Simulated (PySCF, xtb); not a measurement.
CH₇FO₂Si₂, SMILES O[Si](F)(C[SiH3])O. One conformer was computed; it need not be the lowest.

Harmonic wavenumbers (cm⁻¹) from GFN2-xTB (xtb) at its own minimum, in rising order: 31, 104, 113, 168, 189, 225, 246, 282, 302, 313, 491, 529, 677, 700, 750, 783, 783, 795, 811, 819, 849, 922, 968, 1030, 1151, 1452, 2211, 2266, 2280, 2983, 3003, 3654, 3693.

Q: What does PBE-D3(BJ)/def2-SVP (PySCF 2.14.0) give at its own minimum? (The exact figures need the calculation; the answer reports its results.)

A: 19, 118, 145, 158, 200, 238, 256, 315, 349, 359, 474, 549, 690, 727, 731, 769, 786, 851, 894, 903, 913, 924, 951, 987, 1046, 1330, 2152, 2178, 2190, 2998, 3063, 3772, 3774. Paired by order, the mean absolute difference is 43 cm⁻¹ and the zero-point energies are 50.9 and 51.2 kcal/mol.
